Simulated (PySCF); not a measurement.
C6H9OP.
Numbering: `[CH2:1]=[CH:2][P:3](=[O:4])([CH:5]=[CH2:6])[CH:7]=[CH2:8]` (hydrogens: H9, H10 on C1; H11 on C2; H12 on C5; H13, H14 on C6; H15 on C7; H16, H17 on C8)

Geometry (PBE0-D3(BJ)/def2-SVP, Å), atoms numbered from 1 in this order:
```xyz
17
C6H9OP angstrom
C     -1.7639   -2.0702    0.7461
C     -0.8111   -1.6088   -0.0654
P     -0.1366    0.0372    0.2595
O     -0.7624    0.7150    1.4424
C     -0.3443    0.9525   -1.2859
C     -0.9983    2.1145   -1.2488
C      1.6471   -0.2081    0.4276
C      2.2448    0.2168    1.5418
H     -2.2141   -3.0578    0.6077
H     -2.1141   -1.4508    1.5791
H     -0.4313   -2.1953   -0.9102
H      0.0666    0.5456   -2.2173
H     -1.1567    2.7181   -2.1475
H     -1.3930    2.4855   -0.2965
H      2.2045   -0.6973   -0.3800
H      3.3205    0.0971    1.7025
H      1.6524    0.7009    2.3259
```

Method used: PBE0-D3(BJ)/def2-SVP geometry optimisation, gas phase in PySCF 2.14.0.

Take the most abundant isotopes and a rigid rotor. The values belong to one conformer with, in the numbering `[CH2:1]=[CH:2][P:3](=[O:4])([CH:5]=[CH2:6])[CH:7]=[CH2:8]`, C1–C2–P3–O4 0°, C2–P3–C5–C6 125°, C2–P3–C7–C8 -125°.

(1) Give the principal moments of inertia and the rotational constants in MHz.

(2) What kind of rotor is it?

(3) Is it planar, by Δ = Ic − Ia − Ib?

(4) Give the other two planar moments, Paa and Pbb, and the rms extents of the mass along the axes.

(5) Where do the R-branch lines fall?

(6) Estimate the classical rotational partition function at 50 K, 100 K and 200 K.

## Answers

(1) Ia = 285.58, Ib = 287.33, Ic = 434.03 u·Å²; 505379 MHz·u·Å²/I gives A = 1770, B = 1759, C = 1164 MHz.

(2) An oblate symmetric top, as the point group C3v requires two equal moments; the computed ones differ by 0.61 % because the geometry is symmetric only within the optimiser's tolerance. Ray's parameter κ = (2B − A − C)/(A − C) = 0.965; −1 is the prolate and +1 the oblate limit.

(3) Not planar: Δ = Ic − Ia − Ib = -138.88 u·Å². For a rigid frame Δ = −2 Σ m c², so Σ m c² = 69.44 u·Å² lies off the ab plane: 14.36 from hydrogen and 55.08 from heavier atoms. The atom farthest from that plane is 1.80 Å away.

(4) Paa = Σ m a² = (Ib + Ic − Ia)/2 = 217.89 and Pbb = Σ m b² = (Ia + Ic − Ib)/2 = 216.15 u·Å². With the mass M = 128.04 u, the rms extents √(P/M) along a, b and c are 1.30, 1.30, 0.74 Å.

(5) The dipole of 3.26 D lies along the symmetry axis, so ΔK = 0 and J+1 ← J falls at 2B(J+1) for every K: 3.53 GHz, 7.06 GHz, 10.59 GHz, 14.11 GHz, 17.64 GHz for J = 0 to 4.

(6) Point group C3v, symmetry number σ = 3; q = (√π/σ)·√((kT/h)³/(ABC)), k/h = 20836.6 MHz/K: 10400 at 50 K, 29500 at 100 K, 83500 at 200 K.

No PBE0-D3(BJ)/def2-SVP frequencies stand behind this structure, so it isn't proved a minimum. Zero-point vibration and centrifugal distortion are left out.

On one thread, Intel Xeon Platinum 8259CL at 2.50 GHz (x86_64), shared host, this took 79 s wall and 0.68 GiB of memory at its peak. That covers the optimisation of the geometry.
